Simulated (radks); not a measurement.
The numbers below are computed, except where a source is named.
All-electron atom: N+ in 1s1.75 2s2 2p2 3s0.25 (fractional occupations, a model configuration). Code: a radial shooting solver on a logarithmic mesh with Libxc functionals. Model: scalar-relativistic Kohn-Sham, BLYP, spin-polarised, spherical densities, point nucleus; open shells are filled with parallel spins first.

Normalised radial functions P(r) = r R(r), r in bohr:

r         1s up  1s down    2s up
0.00914  0.3061   0.3054   0.0780
0.01162  0.3822   0.3814   0.0974
0.01477  0.4751   0.4741   0.1211
0.01863  0.5830   0.5817   0.1484
0.02368  0.7151   0.7136   0.1819
0.0301   0.8688   0.8669   0.2205
0.03827  1.0428   1.0406   0.2639
0.04865  1.2326   1.2301   0.3104
0.06185  1.4290   1.4261   0.3567
0.07862  1.6166   1.6136   0.3977
0.09995  1.7734   1.7704   0.4250
0.126    1.8695   1.8669   0.4281
0.1602   1.8828   1.8810   0.3940
0.2037   1.7850   1.7843   0.3084
0.259    1.5690   1.5696   0.1606
0.3292   1.2546   1.2565  -0.0504
0.4185   0.8913   0.8941  -0.3093
0.532    0.5467   0.5486  -0.5810
0.6763   0.2792   0.2802  -0.8116
0.8529   0.1172   0.1179  -0.9385
1.084    0.0359   0.0363  -0.9308
1.378    0.0077   0.0078  -0.7862
1.752    0.0010   0.0011  -0.5582
2.228    0.0001   0.0001  -0.3254
2.832    0.0000   0.0000  -0.1504
3.6      0.0000   0.0000  -0.0523
4.576    0.0000   0.0000  -0.0128
5.771    0.0000   0.0000  -0.0021
7.337    0.0000   0.0000  -0.0002
9.327    0.0000   0.0000  0.0000
11.86    0.0000   0.0000  0.0000

1s up: eigenvalue -422.29 eV, 0 radial nodes, <r> = 0.227 bohr, 90 % of the charge inside 0.406 bohr. 1s down: eigenvalue -415.47 eV, 0 radial nodes, <r> = 0.227 bohr, 90 % of the charge inside 0.407 bohr. 2s up: eigenvalue -37.043 eV, 1 radial node at r = 0.313 bohr, <r> = 1.19 bohr, 90 % of the charge inside 1.87 bohr.
